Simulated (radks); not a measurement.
Species: Cl. Configuration: [Ne] 3s2 3p5.

All-electron calculation, non-relativistic Kohn-Sham, PBE, spin-unpolarised, spherical densities, point nucleus; hard spherical wall at 3 bohr. Program: a radial shooting solver on a logarithmic mesh with Libxc functionals.

Energy parts (eV):
part                      energy
total                 -12490.809
kinetic                12617.099
electron-nucleus      -30060.652
Hartree                 5729.755
exchange-correlation    -777.010

Orbitals (lengths in bohr, moments of r in powers of bohr; <r^-3> diverges for s and p1/2; r(max) is where P^2 peaks; r(90%) holds 90 % of the orbital's charge):
| orbital | occ. | eigenvalue (eV) | <r^2> | r(90%) | r(max) | <r^-3> |
|---|---|---|---|---|---|---|
| 1s | 2 | -2724.113 | 0.01123 | 0.163 | 0.05991 | - |
| 2s | 2 | -236.5621 | 0.2381 | 0.700 | 0.3641 | - |
| 2p | 6 | -176.9547 | 0.2090 | 0.680 | 0.3030 | 100.3 |
| 3s | 2 | -10.3646 | 2.294 | 2.08 | 1.304 | - |
| 3p | 5 | 2.9582 | 2.524 | 2.17 | 1.410 | 9.803 |
| 3d | 0 | 23.1778 | 2.769 | 2.27 | 1.575 | 0.7415 |
| 4s | 0 | 51.8873 | 3.645 | 2.54 | 2.245 | - |
| 4p | 0 | 61.7618 | 3.495 | 2.55 | 2.277 | 15.13 |

The highest occupied level is 3p at 2.958 eV. Summed over all electrons, <r^2> = 18.96 bohr^2, which gives a Langevin (diamagnetic) susceptibility term of -15 x 10^-6 cm^3/mol. The electron density at the nucleus is 3225 e/bohr^3. The pressure on the wall is 454 GPa. The density falls to 0.001 e/bohr^3 at r = 2.83 bohr.
